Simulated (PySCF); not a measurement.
**Peak assignment**

Bonds: Si1-C2, Si1-C7, Si1-C12, Si1-O17, C2-C3, C7-C8, C12-C13, O17-C18, C18-C19, C18-C20. C2 carries H4; C3 carries H5, H6; C7 carries H9; C8 carries H10, H11; C12 carries H14; C13 carries H15, H16; C18 carries H21; C19 carries H22, H23, H24; C20 carries H25, H26, H27.

One conformer, in vacuum, non-relativistic, fast rotation and ring inversion assumed for equivalent nuclei. σ from GIAO-B3LYP/pcSseg-1; PBE0-D3(BJ)/def2-SVP geometry; PySCF 2.14.0 with density-fitted response routines.

δ = σ(ref) − σ, references computed at the same level: TMS for 13C and 1H.

(1) Assign these signals to the numbered atoms. 13C{1H} NMR (computed): δ 145.0 (CH2), 143.6 (CH), 66.7 (CH), 27.6 (CH3).

(2) Assign these signals to the numbered atoms. 1H NMR (300 MHz, computed): δ 6.30 (d, 6H), 6.06 (t, 3H), 3.76 (sept, 1H), 1.17 (d, 6H).

## Answers

(1) 
| δ (ppm) | atoms | environment | reason |
| --- | --- | --- | --- |
| 145.0 | C3/C8/C13 | carbon bonded to C, 2 H | – |
| 143.6 | C2/C7/C12 | carbon bonded to C, Si, H | – |
| 66.7 | C18 | carbon bonded to 2 C, O, H | – |
| 27.6 | C19/C20 | carbon bonded to C, 3 H | – |

C3/C8/C13 and C2/C7/C12 lie closer than the usual error of such a calculation, so a measured spectrum could show them in the other order.

(2) 
| δ (ppm) | atoms | environment | reason |
| --- | --- | --- | --- |
| 6.30 | H5/H6/H10/H11/H15/H16 | hydrogen on a carbon bonded to C | – |
| 6.06 | H4/H9/H14 | hydrogen on a carbon bonded to C, Si | – |
| 3.76 | H21 | hydrogen on a carbon bonded to 2 C, O | – |
| 1.17 | H22/H23/H24/H25/H26/H27 | hydrogen on a carbon bonded to C | – |

Shifts are as computed. Against solution values, carbons near 30 ppm lie about +2 ppm off and those near 130 ppm about +6 ppm. Of 1313 compounds with measured shifts, 239 miss one by over three times the rms of a fit or turn the order of signals round; such compounds aren't used in these exercises. Multiplicities follow the n + 1 count of equivalent neighbours, as no J values were calculated; m marks all less simple cases, F and P coupling included.
